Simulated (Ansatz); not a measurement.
`C[SiH](Cl)[SbH2]`. The species carries charge 0 and has multiplicity 1. Sb: def2 effective core potential.

Z-matrix (Å, degrees):
```
C
Si 1 1.861
H 1 1.093 2 110.4
H 1 1.093 2 109.8 3 119.9
H 1 1.091 2 110.6 3 -120.4
Cl 2 2.071 1 108.6 3 58.5
Sb 2 2.573 1 114.7 3 178.2
H 2 1.487 1 110.6 3 -58.0
H 7 1.710 2 89.9 1 -41.1
H 7 1.712 2 89.8 1 50.0
```

Task: What are the harmonic wavenumbers in cm⁻¹ at PBE0-D4/def2-TZVP (Ansatz, finite differences of forces, unscaled)? (Estimate.)

Result: Ansatz gave: 83, 106, 143, 167, 201, 303, 491, 510, 532, 665, 727, 743, 819, 828, 892, 1272, 1439, 1444, 1950, 1961, 2214, 3051, 3138, 3148.

Task: Is this a minimum?

Result: Yes, all 24 modes are real.

Task: Give the ideal-gas thermochemistry at 298.15 K and 1 bar (rigid rotor, harmonic oscillator; point group C1, symmetry number 1).

Result: Zero-point energy 160.5 kJ/mol; H(298) − E = 183.3 kJ/mol; entropy 377.4 J/(mol·K), of which translation 175.1, rotation 121.5, vibration 80.7; G(298) − E = 70.8 kJ/mol. Modes under 100 cm⁻¹ are hindered rotations or soft bends, so the harmonic entropy is rough.

Task: And at 400, 500, 600, 800 and 1000 K?

Result: 
```
T (K)  H − E (kJ/mol)  S (J/mol/K)  G − E (kJ/mol)
  400           196.0        413.7            30.5
  500           210.0        444.9           -12.5
  600           225.2        472.6           -58.4
  800           258.7        520.7          -157.8
 1000           295.1        561.3          -266.1
```
